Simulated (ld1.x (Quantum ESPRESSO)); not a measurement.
## An all-electron radial function and its pseudo partner (tellurium (Te))

Columns: radius, all-electron u(r) and pseudo u(r) of the 4s shell (level -164.75 eV) of tellurium in the configuration [Ar] 3d10 4s2 4p6 4d10 5s1.75 5p4.25; PBE, scalar-relativistic, TM scheme, ld1.x (Quantum ESPRESSO) 7.5.

```json
{"r (bohr)": "0.074", "all-electron": "-0.4984", "pseudo": "-0.0704"}
{"r (bohr)": "0.148", "all-electron": "0.1202", "pseudo": "-0.1515"}
{"r (bohr)": "0.222", "all-electron": "0.7323", "pseudo": "-0.2549"}
{"r (bohr)": "0.296", "all-electron": "0.6161", "pseudo": "-0.3931"}
{"r (bohr)": "0.370", "all-electron": "0.0919", "pseudo": "-0.5752"}
{"r (bohr)": "0.444", "all-electron": "-0.4871", "pseudo": "-0.7971"}
{"r (bohr)": "0.518", "all-electron": "-0.9401", "pseudo": "-1.0310"}
{"r (bohr)": "0.592", "all-electron": "-1.2184", "pseudo": "-1.2258"}
{"r (bohr)": "0.666", "all-electron": "-1.3371", "pseudo": "-1.3323"}
{"r (bohr)": "0.740", "all-electron": "-1.3365", "pseudo": "-1.3353"}
{"r (bohr)": "0.814", "all-electron": "-1.2578", "pseudo": "-1.2578"}
{"r (bohr)": "0.888", "all-electron": "-1.1361", "pseudo": "-1.1361"}
{"r (bohr)": "0.962", "all-electron": "-0.9961", "pseudo": "-0.9961"}
{"r (bohr)": "1.036", "all-electron": "-0.8542", "pseudo": "-0.8542"}
{"r (bohr)": "1.110", "all-electron": "-0.7202", "pseudo": "-0.7202"}
{"r (bohr)": "1.184", "all-electron": "-0.5993", "pseudo": "-0.5993"}
{"r (bohr)": "1.258", "all-electron": "-0.4934", "pseudo": "-0.4934"}
{"r (bohr)": "1.332", "all-electron": "-0.4027", "pseudo": "-0.4027"}
{"r (bohr)": "1.406", "all-electron": "-0.3265", "pseudo": "-0.3265"}
{"r (bohr)": "1.480", "all-electron": "-0.2632", "pseudo": "-0.2632"}
{"r (bohr)": "1.554", "all-electron": "-0.2112", "pseudo": "-0.2112"}
{"r (bohr)": "1.628", "all-electron": "-0.1687", "pseudo": "-0.1687"}
{"r (bohr)": "1.702", "all-electron": "-0.1344", "pseudo": "-0.1344"}
{"r (bohr)": "1.776", "all-electron": "-0.1067", "pseudo": "-0.1067"}
{"r (bohr)": "1.850", "all-electron": "-0.0846", "pseudo": "-0.0846"}
{"r (bohr)": "1.924", "all-electron": "-0.0669", "pseudo": "-0.0669"}
```

Question: How many radial nodes do the two functions have?

Answer: The all-electron 4s function has n − l − 1 = 3 (the table is too coarse to show those close to the nucleus); the pseudo-wave has 0, since the states of the same l below it are removed with the core.

Question: At about which radius was the pseudo-wave matched?

Answer: 0.85 bohr, where the columns begin to agree (steps of 0.07 bohr).

Question: Where does each function peak?

Answer: Outermost all-electron maximum near 0.67 bohr, pseudo maximum near 0.74 bohr (to the table’s step).

Question: Is the pseudo-wave norm-conserving?

Answer: Yes: the TM scheme keeps the norm inside the radius equal to the all-electron one, which fixes the energy derivative of the logarithmic derivative at the level.
